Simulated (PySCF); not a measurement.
Tin: a sound run and one with changed settings

Sound run: Sn⁺ [Kr] 4d10 5s2 5p1, Sn²⁺ [Kr] 4d10 5s2. All numbers are calculated (PySCF 2.14, scalar relativity through the core potential, in def2-TZVP with the def2 core potential (28 electrons) (6s5p3d2f, 50 functions)). In the sound run the correlated levels freeze 4s2 4p6 4d10 outside the core potential. The sound run starts from symmetry-adapted Hartree-Fock orbitals and uses a fine grid where one is needed.

Changed run: initial guess minao, at most 50 SCF cycles.

```json
{"species": "Sn⁺", "method": "UHF", "sound run (hartree)": "-213.08803", "changed run (hartree)": "-213.08803", "converged": "yes"}
{"species": "Sn⁺", "method": "TPSS", "sound run (hartree)": "-213.89540", "changed run (hartree)": "-213.89540", "converged": "yes"}
{"species": "Sn⁺", "method": "CCSD(T)", "sound run (hartree)": "-213.13270", "changed run (hartree)": "-213.13270", "converged": "yes"}
{"species": "Sn²⁺", "method": "LDA", "sound run (hartree)": "-213.10876", "changed run (hartree)": "-213.10876", "converged": "yes"}
{"species": "Sn²⁺", "method": "MP2", "sound run (hartree)": "-212.60775", "changed run (hartree)": "-212.60775", "converged": "yes"}
```

Here the plain start reaches the same solutions.
